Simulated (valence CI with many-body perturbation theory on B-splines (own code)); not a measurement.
# E1 transitions of Ru⁵⁺

Calculated by valence CI with perturbative core correlation (CI+MBPT): three valence electrons over a frozen Dirac-Fock core [Kr], radial functions for each j: 9 s, 9 p, 10 d, 8 f, 5 g, 3 h, 1 i, with the one-electron correlation potential Σ1 (screened to all orders), the two-electron term Σ2, the three-electron term Σ3, Breit, model QED; selected single and double excitations, second order for the rest, scaled by the run's own slope (own B-spline code, finite nucleus).

No measured spectrum was set against this ion. As an estimate, terms of the open shell hold to 2 to 4 % of their energy, and close levels can change places; different configurations can be misplaced against each other by 1,000 to 8,000 cm⁻¹. Core correlation moves these levels by up to 17000 cm⁻¹, and in measured spectra 5 to 20 % of such shifts remained as error; rates that hang on mixing are uncertain with them.

Lines 51 to 100 of 267 in falling wavelength, among levels below 31.238 eV, chosen from the strongest by gf and those to the six lowest levels. Wavelengths and rates use the calculated energies, so an error of 2000 cm⁻¹ moves a line at 138.1 nm by 2.8 % and its rate by three times that or more. Electric multipoles are in the length gauge, E1 and E2 with the static RPA response of the core. Weak lines are less certain than strong ones. Lines between different terms over intervals too small for the method are left out, as are lines whose strength nearly cancels. Where a level lies close to another of its J and parity, the split of strength between their lines is uncertain. The highest levels of a list are the least certain.

Names give the largest LS component (configuration and term), which can be under half, so a name can repeat, a term be missing and a line seem to break the LS rules; names also repeat where a configuration has a term twice. Letters in brackets count levels of one name in rising energy.

```tsv
λ vac (nm)	Upper	Lower	A (s⁻¹)	log gf	Branch %
138.1	4d2.5p 4G°_9/2	4d2.5s 4F_7/2	4.70e+08	0.13	14.2
137.9	4d2.5p 2G°_7/2 [a]	4d2.5s 2F_5/2	3.68e+08	-0.08	4.9
137.5	4d2.5p 2F°_7/2	4d2.5s 4F_9/2	2.13e+08	-0.32	2.5
137.3	4d2.5p 2G°_7/2 [b]	4d2.5s 2F_5/2	3.53e+08	-0.10	3.7
137.2	4d2.5p 2D°_3/2 [b]	4d2.5s 2D_5/2	1.63e+08	-0.74	2.3
137.2	4d2.5p 4D°_3/2 [b]	4d2.5s 4P_3/2	2.12e+08	-0.62	4.2
137.0	4d2.5p 2P°_1/2	4d2.5s 2D_3/2	4.74e+08	-0.57	5.0
136.9	4d2.5p 4D°_5/2 [b]	4d2.5s 2D_3/2	2.45e+08	-0.38	4.8
136.8	4d2.5p 2H°_9/2	4d2.5s 2G_7/2	9.08e+08	0.41	15.7
136.6	4d2.5p 2H°_9/2	4d2.5s 2G_9/2	9.62e+07	-0.57	1.7
136.5	4d2.5p 4F°_7/2	4d2.5s 4F_7/2	3.22e+08	-0.14	3.8
136.2	4d2.5p 4F°_9/2	4d2.5s 4F_9/2	4.52e+08	0.10	6.3
135.8	4d2.5p 4D°_3/2 [b]	4d2.5s 4P_1/2	3.32e+08	-0.43	6.6
135.3	4d2.5p 2D°_5/2 [b]	4d2.5s 2D_5/2	9.42e+07	-0.81	1.5
135.2	4d2.5p 2G°_7/2 [c]	4d2.5s 4P_5/2	1.41e+08	-0.51	1.2
133.7	4d2.5p 4G°_11/2	4d2.5s 4F_9/2	1.11e+09	0.55	56.2
133.6	4d2.5p 2F°_5/2 [a]	4d2.5s 4F_5/2	2.63e+08	-0.37	4.7
133.2	4d2.5p 4D°_7/2 [b]	4d2.5s 2D_5/2	9.13e+08	0.29	10.5
133.2	4d2.5p 2D°_3/2 [b]	4d2.5s 2D_3/2	4.02e+08	-0.37	5.7
133.1	4d2.5p 2F°_7/2	4d2.5s 4F_7/2	1.77e+08	-0.42	2.1
133.0	4d2.5p 2P°_1/2	4d2.5s 4P_3/2	5.03e+08	-0.57	5.3
133.0	4d2.5p 4D°_5/2 [b]	4d2.5s 4P_3/2	2.15e+08	-0.47	4.2
132.9	4d2.5p 4F°_7/2	4d2.5s 4F_5/2	2.72e+08	-0.24	3.2
132.7	4d2.5p 4D°_5/2 [b]	4d2.5s 4P_5/2	2.54e+08	-0.39	5.0
132.0	4d2.5p 4P°_1/2	4d2.5s 2D_3/2	3.42e+08	-0.75	5.3
131.9	4d2.5p 4F°_9/2	4d2.5s 4F_7/2	6.16e+08	0.21	8.6
131.9	4d2.5p 2D°_3/2 [c]	4d2.5s 2P_1/2	8.60e+08	-0.05	7.2
131.4	4d2.5p 2F°_5/2 [a]	4d2.5s 4F_3/2	4.12e+08	-0.19	7.3
131.0	4d2.5p 4D°_5/2 [a]	4d2.5s 4F_7/2	4.42e+08	-0.17	4.3
130.9	4d2.5p 2G°_7/2 [a]	4d2.5s 4F_9/2	1.76e+08	-0.44	2.3
130.8	4d2.5p 4P°_3/2	4d2.5s 2D_3/2	5.40e+08	-0.26	8.7
130.7	4d2.5p 2H°_11/2	4d2.5s 2G_9/2	1.14e+09	0.54	23.0
130.4	4d2.5p 2G°_7/2 [b]	4d2.5s 4F_9/2	1.95e+08	-0.40	2.1
130.3	4d2.5p 2D°_3/2 [a]	4d2.5s 4F_3/2	6.58e+08	-0.17	7.9
129.9	4d2.5p 4P°_5/2	4d2.5s 2D_5/2	7.40e+08	0.05	9.7
129.9	4d2.5p 4D°_7/2 [a]	4d2.5s 4P_5/2	7.43e+08	0.18	7.9
129.7	4d2.5p 2F°_7/2	4d2.5s 4F_5/2	2.95e+08	-0.23	3.4
129.5	4d2.5p 4D°_1/2 [a]	4d2.5s 4F_3/2	9.65e+08	-0.31	7.8
129.4	4d2.5p 2D°_3/2 [b]	4d2.5s 4P_3/2	2.08e+08	-0.68	2.9
128.7	4d2.5p 4D°_3/2 [a]	4d2.5s 4F_5/2	4.17e+08	-0.38	4.2
128.3	4d2.5p 4P°_1/2	4d2.5s 4P_3/2	4.05e+08	-0.70	6.3
128.2	4d2.5p 2G°_9/2 [b]	4d2.5s 2F_7/2	2.47e+08	-0.22	1.8
128.2	4d2.5p 2D°_3/2 [b]	4d2.5s 4P_1/2	2.88e+08	-0.55	4.0
127.8	4d2.5p 2D°_5/2 [b]	4d2.5s 4P_3/2	5.43e+08	-0.10	8.4
127.7	4d2.5p 2F°_5/2 [b]	4d2.5s 2F_5/2	1.32e+08	-0.71	1.2
127.7	4d2.5p 4D°_5/2 [a]	4d2.5s 4F_5/2	3.38e+08	-0.30	3.3
127.5	4d2.5p 2D°_5/2 [b]	4d2.5s 4P_5/2	4.83e+08	-0.15	7.5
126.5	4d2.5p 2G°_7/2 [b]	4d2.5s 4F_7/2	2.46e+08	-0.33	2.6
126.4	4d2.5p 4D°_7/2 [a]	4d2.5s 2F_7/2	9.11e+07	-0.76	1.0
126.3	4d2.5p 4P°_5/2	4d2.5s 2D_3/2	2.69e+08	-0.41	3.5
```
